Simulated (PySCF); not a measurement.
## A survey of 17O NMR shifts

- shieldings: GIAO PBE0/pcSseg-1
- structure optimised with GFN2-xTB
- run in PySCF 2.14.0 with density-fitted response routines
- rapidly exchanging positions averaged, one conformer, no solvent, non-relativistic Hamiltonian

Shieldings were converted by a linear fit to measured shifts: 17O (scatter 10.7 ppm rms, 12.2 ppm with the 3 outliers that the fit left out vs liquid water, solution or neat liquid). Occasional misses reach two or three times the rms, and more in compound classes unlike the fitted ones.

Task: Give the 17O shifts of `CC(=S)O[SiH2]CO[SiH3]`, `CC#C[SiH2]/C(F)=C\[SiH2]O[SiH3]`, `C=C[Si@@H](O)N(C)CCC`, `C=C[Si]1(O)SC=CS1`.

Result: 
```tsv
compound	environment	δ (ppm)
[CH3:1][C:2](=[S:3])[O:4][SiH2:5][CH2:6][O:7][SiH3:8]	O4: oxygen bonded to C, Si	216.7
[CH3:1][C:2](=[S:3])[O:4][SiH2:5][CH2:6][O:7][SiH3:8]	O7: oxygen bonded to C, Si	-66.4
CC#C[SiH2]/C(F)=C\[SiH2]O[SiH3]	oxygen bonded to 2 Si	-26.9
C=C[Si@@H](O)N(C)CCC	oxygen bonded to Si, H	-3.0
C=C[Si]1(O)SC=CS1	oxygen bonded to Si, H	29.2
```

Task: Match the shifts 45.0, 1.7, -39.2 ppm to `FC(F)(F)CO[SiH3]`, `C[C@H]1C=CO[SiH2]C1`, `C=C[Si@@H]1CCCO1`.

Result: 45.0: C[C@H]1C=CO[SiH2]C1 (oxygen bonded to C, Si, in a 6-membered ring); 1.7: C=C[Si@@H]1CCCO1 (oxygen bonded to C, Si, in a 5-membered ring); -39.2: FC(F)(F)CO[SiH3] (oxygen bonded to C, Si).
